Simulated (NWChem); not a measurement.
System: C$_{2}$H$_{4}$N$_{2}$OSi; SMILES C1=NC=N[SiH2]O1

The following NWChem deck was run.

```
start job
memory heap 200 mb stack 900 mb global 1100 mb
geometry units angstroms noautosym nocenter noautoz
  C      1.139505     1.062608     0.000000
  N      0.018150     1.712256     0.000000
  C     -1.196077     1.010363     0.000000
  N     -1.410280    -0.266737     0.000000
  Si    -0.039643    -1.335664     0.000000
  O      1.345935    -0.260355     0.000000
  H      2.092416     1.629705     0.000000
  H     -2.072830     1.695473     0.000000
  H      0.054397    -2.182615     1.230967
  H      0.054397    -2.182615    -1.230967
end
basis spherical
  * library def2-svp
end
dft
  xc hfexch
  iterations 150
end
property
  efieldgrad
end
task dft property
```

NWChem printed, in part:

```
             Northwest Computational Chemistry Package (NWChem) 7.3.0
             --------------------------------------------------------

                             Geometry "geometry" -> ""
                             -------------------------

 Output coordinates in angstroms (scale by  1.889725989 to convert to a.u.)

  No.       Tag          Charge          X              Y              Z
 ---- ---------------- ---------- -------------- -------------- --------------
    1 C                    6.0000     1.13950500     1.06260800     0.00000000
    2 N                    7.0000     0.01815000     1.71225600     0.00000000
    3 C                    6.0000    -1.19607700     1.01036300     0.00000000
    4 N                    7.0000    -1.41028000    -0.26673700     0.00000000
    5 Si                  14.0000    -0.03964300    -1.33566400     0.00000000
    6 O                    8.0000     1.34593500    -0.26035500     0.00000000
    7 H                    1.0000     2.09241600     1.62970500     0.00000000
    8 H                    1.0000    -2.07283000     1.69547300     0.00000000
    9 H                    1.0000     0.05439700    -2.18261500     1.23096700
   10 H                    1.0000     0.05439700    -2.18261500    -1.23096700

 Effective nuclear repulsion energy (a.u.)     285.1553768253

  xc_inp: hfexch multiplicative factor not found.
                              NWChem Property Module
                              ----------------------

  itol2e modified to match energy
  convergence criterion.

                                 NWChem DFT Module
                                 -----------------

 Summary of "ao basis" -> "ao basis" (spherical)
 ------------------------------------------------------------------------------
       Tag                 Description            Shells   Functions and Types
 ---------------- ------------------------------  ------  ---------------------
 C                          def2-svp                 6       14   3s2p1d
 N                          def2-svp                 6       14   3s2p1d
 Si                         def2-svp                 8       18   4s3p1d
 O                          def2-svp                 6       14   3s2p1d
 H                          def2-svp                 3        5   2s1p

  itol2e modified to match energy
  convergence criterion.

            General Information
            -------------------
          SCF calculation type: DFT
          Wavefunction type:  closed shell.
          No. of atoms     :    10
          No. of electrons :    52
           Alpha electrons :    26
            Beta electrons :    26
          Charge           :     0
          Spin multiplicity:     1
          Use of symmetry is: off; symmetry adaption is: off
          Maximum number of iterations: 150
          AO basis - number of functions:   108
                     number of shells:    50
          Convergence on energy requested:  1.00D-07
          Convergence on density requested:  1.00D-05
          Convergence on gradient requested:  5.00D-04

              XC Information
              --------------
                     Hartree-Fock (Exact) Exchange  1.000

      Superposition of Atomic Density Guess
      -------------------------------------

 Sum of atomic energies:        -549.16479848

      Non-variational initial energy
      ------------------------------

 Total energy =    -552.111110
 1-e energy   =   -1321.065482
 2-e energy   =     483.798995
 HOMO         =      -0.312147
 LUMO         =      -0.042752

[...]

          -----------------------
          Electric field gradient
          -----------------------

 1 a.u. = 0.324123 10**(16) esu/cm**3  ( or statvolts/cm**2 ) = 0.97174 10**(22) v/m**2

 ------------------------------------------------------------
   Atom      X         Y         Z
 ------------------------------------------------------------
    1 C    2.15335   2.00804   0.00000
 ------------------------------------------------------------

 Electric field gradient in molecular frame (a.u.)
         XX             YY             ZZ             XY             XZ             YZ
 ------------------------------------------------------------------------------------------
        0.492100       0.015393      -0.507492       0.032069      -0.000000       0.000000

 Principal components (a.u.) and orientation
 of principal axis w.r.t. absolute frame                      Asymmetry parameter eta
 --------------------------------------------------------------------------------------
       -0.507492       0.494248       0.013245                       0.947802

        0.000000       0.997765      -0.066821
        0.000000       0.066821       0.997765
        1.000000       0.000000       0.000000

 ------------------------------------------------------------
   Atom      X         Y         Z
 ------------------------------------------------------------
    2 N    0.03430   3.23569   0.00000
 ------------------------------------------------------------

 Electric field gradient in molecular frame (a.u.)
         XX             YY             ZZ             XY             XZ             YZ
 ------------------------------------------------------------------------------------------
       -0.550026       0.896071      -0.346045      -0.021499       0.000000      -0.000000

 Principal components (a.u.) and orientation
 of principal axis w.r.t. absolute frame                      Asymmetry parameter eta
 --------------------------------------------------------------------------------------
        0.896390      -0.550345      -0.346045                       0.227914

       -0.014862       0.999890       0.000000
        0.999890       0.014862       0.000000
        0.000000       0.000000       1.000000

 ------------------------------------------------------------
   Atom      X         Y         Z
 ------------------------------------------------------------
    3 C   -2.26026   1.90931   0.00000
 ------------------------------------------------------------

 Electric field gradient in molecular frame (a.u.)
         XX             YY             ZZ             XY             XZ             YZ
 ------------------------------------------------------------------------------------------
        0.209219       0.324649      -0.533869      -0.079780       0.000000      -0.000000

 Principal components (a.u.) and orientation
 of principal axis w.r.t. absolute frame                      Asymmetry parameter eta
 --------------------------------------------------------------------------------------
       -0.533869       0.365402       0.168466                       0.368885

        0.000000      -0.454901       0.890542
        0.000000       0.890542       0.454901
        1.000000       0.000000       0.000000

 ------------------------------------------------------------
   Atom      X         Y         Z
 ------------------------------------------------------------
    4 N   -2.66504  -0.50406   0.00000
 ------------------------------------------------------------

 Electric field gradient in molecular frame (a.u.)
         XX             YY             ZZ             XY             XZ             YZ
 ------------------------------------------------------------------------------------------
        0.796121      -0.209113      -0.587008       0.230696      -0.000000       0.000000

 Principal components (a.u.) and orientation
 of principal axis w.r.t. absolute frame                      Asymmetry parameter eta
 --------------------------------------------------------------------------------------
        0.846536      -0.587008      -0.259528                       0.386847

        0.976944       0.000000      -0.213496
        0.213496       0.000000       0.976944
        0.000000       1.000000       0.000000

 ------------------------------------------------------------
   Atom      X         Y         Z
 ------------------------------------------------------------
    5 Si  -0.07491  -2.52404   0.00000
 ------------------------------------------------------------

 Electric field gradient in molecular frame (a.u.)
         XX             YY             ZZ             XY             XZ             YZ
 ------------------------------------------------------------------------------------------
       -0.540883       0.136040       0.404844      -0.486238       0.000000       0.000000

 Principal components (a.u.) and orientation
 of principal axis w.r.t. absolute frame                      Asymmetry parameter eta
 --------------------------------------------------------------------------------------
       -0.794861       0.404844       0.390017                       0.018653

        0.886370       0.000000      -0.462978
        0.462978       0.000000       0.886370
        0.000000       1.000000       0.000000

 ------------------------------------------------------------
   Atom      X         Y         Z
 ------------------------------------------------------------
    6 O    2.54345  -0.49200   0.00000
 ------------------------------------------------------------

 Electric field gradient in molecular frame (a.u.)
         XX             YY             ZZ             XY             XZ             YZ
 ------------------------------------------------------------------------------------------
        0.740055      -1.413397       0.673342      -0.155524      -0.000000       0.000000

[...]
```

Level: Hartree-Fock/def2-SVP. Coordinates come from a PBE-D3(BJ)/def2-SVP optimisation. NWChem prints the field gradient with the sign opposite to the second derivative of the potential.
